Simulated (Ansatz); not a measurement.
Problem. Name a neutral molecule of C, N, Sb and H with HOMO energy (B3LYP/def2-TZVPP) between -6.90 and -6.60 eV and LUMO energy (B3LYP/def2-TZVPP) between -0.75 and -0.45 eV (Ansatz, PBE0-D4/def2-TZVP geometry).

Solution. `[CH3][SbH][NH2]` (-6.71 eV, -0.62 eV). Other molecules can fit too; these were computed, each in one conformer that needn't be the lowest.

B3LYP here is the variant with VWN-RPA as its local correlation; programs differ in this.
